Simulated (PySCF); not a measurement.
A calculated (r2SCAN, PySCF 2.14, cc-pVDZ-X2C, the spin-free X2C one-electron Hamiltonian (Gaussian nucleus)) atom or ion has these occupied shells.

```tsv
shell	electrons	orbital energy (eV)	rms radius, mean of both spins (bohr)
1s α	1	-63140.3	0.0219
1s β	1	-63140.3	0.0219
2s α	1	-10786.5	0.0885
2s β	1	-10786.5	0.0885
2p α	3	-9515.8	0.0801
2p β	3	-9515.8	0.0801
3s β	1	-2467.9	0.227
3s α	1	-2467.9	0.227
3p α	3	-2082.6	0.228
3p β	3	-2082.6	0.228
3d α	5	-1606.8	0.208
3d β	5	-1606.7	0.208
4s α	1	-509.70	0.508
4s β	1	-509.68	0.508
4p α	3	-382.09	0.541
4p β	3	-382.07	0.541
4d α	5	-211.73	0.591
4d β	5	-211.70	0.591
5s α	1	-79.810	1.24
5s β	1	-79.788	1.24
5p α	3	-49.927	1.47
5p β	3	-49.873	1.47
4f α	7	-26.626	0.819
4f β	7	-26.565	0.819
6s α	1	-18.087	3.37
```

(1) Name the element and its charge.

## Answers

(1) Lu²⁺ (lutetium, charge +2), in [Xe] 4f14 6s1, 2S determinant.
